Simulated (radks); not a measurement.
Removal energies from the tantalum ion Ta2+, [Xe] 4f14 5d(3/2: 3, 5/2: 0), by Delta-SCF beside the eigenvalue of the level emptied. Method: Dirac Kohn-Sham, PBE, spin-unpolarised, spherical densities, finite nucleus; Fermi nuclear charge, rms radius of each element as measured or else 0.836 A^(1/3) + 0.57 fm; computed with a radial shooting solver on a logarithmic mesh with Libxc functionals. Sub-shells are occupied by j as written (lower j first in brackets).

| removed from | final configuration | Delta-SCF (eV) | -eigenvalue (eV) |
|---|---|---|---|
| 5d3/2 | [Xe] 4f14 5d(3/2: 2, 5/2: 0) | 23.864 | 18.507 |
| 4f7/2 | [Xe] 4f(5/2: 6, 7/2: 7) 5d(3/2: 3, 5/2: 0) | 49.457 | 38.905 |
| 4f5/2 | [Xe] 4f(5/2: 5, 7/2: 8) 5d(3/2: 3, 5/2: 0) | 51.529 | 40.887 |
| 5p3/2 | [Kr] 4d10 4f14 5s2 5p(1/2: 2, 3/2: 3) 5d(3/2: 3, 5/2: 0) | 59.117 | 52.154 |
